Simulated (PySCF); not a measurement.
This PySCF input asks for the NMR shieldings of [C$_{10}$H$_{15}$]+; the geometry comes from GFN2-xTB.

```python
import basis_set_exchange as bse
import numpy as np
from pyscf import gto, dft
from pyscf.prop import nmr

atoms = """
C     3.857127   -0.757900    1.051696
C     2.729201   -0.073739    0.536417
C     1.731345    0.491463    0.104459
C     0.822074    1.490284   -0.528565
C     0.118934    0.312133   -0.032405
C    -0.322694   -0.762496   -0.969070
C    -1.797054   -0.461543   -1.317118
C    -2.639680   -0.406873   -0.050173
C    -2.103259    0.650039    0.905288
C    -0.629088    0.355333    1.258260
H     3.687034   -1.836434    1.010359
H     4.723733   -0.546955    0.419905
H     4.069418   -0.457759    2.077519
H     0.755496    2.422393    0.020223
H     0.979821    1.607264   -1.594227
H    -0.267199   -1.741223   -0.489908
H     0.277677   -0.781301   -1.878988
H    -2.160498   -1.241082   -1.985500
H    -1.855880    0.492097   -1.844210
H    -2.638997   -1.382969    0.438130
H    -3.670901   -0.167367   -0.311218
H    -2.173789    1.637404    0.446052
H    -2.682309    0.663881    1.827995
H    -0.575561   -0.608413    1.767400
H    -0.245887    1.127909    1.925505
"""
names = dict.fromkeys(["C", "H"], "pcSseg-1")
basis = {el: gto.basis.parse(bse.get_basis(n, elements=[el], fmt="nwchem")) for el, n in names.items()}
mol = gto.M(atom=atoms, basis=basis, charge=1, verbose=0)
mf = dft.RKS(mol, xc="PBE0")
mf.grids.level = 2
mf.grids.alignment = dft.numint.BLKSIZE   # the property module wants whole blocks of grid points
mf.conv_tol = 1e-9
mf.kernel()

calc = nmr.RKS(mf)   # GIAO
C = mf.mo_coeff
Co = C[:, mf.mo_occ > 0]
resp = mf.gen_response(singlet=True, hermi=2)
def vind(x):   # induced exchange potential for any number of trial vectors
    d = np.einsum("pi,xij,qj->xpq", C, 2 * x.reshape(-1, C.shape[1], Co.shape[1]), Co, optimize=True)
    return np.einsum("xpq,pi,qj->xij", resp(d - d.transpose(0, 2, 1)), C, Co, optimize=True).ravel()
mo1, _ = nmr.rhf.solve_mo1(calc, with_cphf=vind)
sigma = calc.kernel(mo1)
for i, s in enumerate(sigma):   # ppm
    print("%2d %-2s %9.2f" % (i, mol.atom_pure_symbol(i), np.trace(s) / 3))
```

Problem. What are the results?

Solution. 
```
 0 C     172.05
 1 C     -32.51
 2 C     128.78
 3 C     124.63
 4 C      44.81
 5 C     138.34
 6 C     145.21
 7 C     156.80
 8 C     145.17
 9 C     138.08
10 H      28.36
11 H      28.26
12 H      28.23
13 H      27.26
14 H      27.27
15 H      28.81
16 H      29.20
17 H      29.00
18 H      29.81
19 H      29.98
20 H      29.53
21 H      29.81
22 H      29.01
23 H      28.81
24 H      29.17
```

These numbers come from an equivalent density-fitted implementation of the same equations, which agrees with the script to about 0.01 ppm for H and up to a few tenths of a ppm for heavy atoms, so last digits may differ.

Size and cost of the density-fitted run: 245 basis functions, 97 s wall time on 1 thread of an Arm Neoverse N1, shared host.
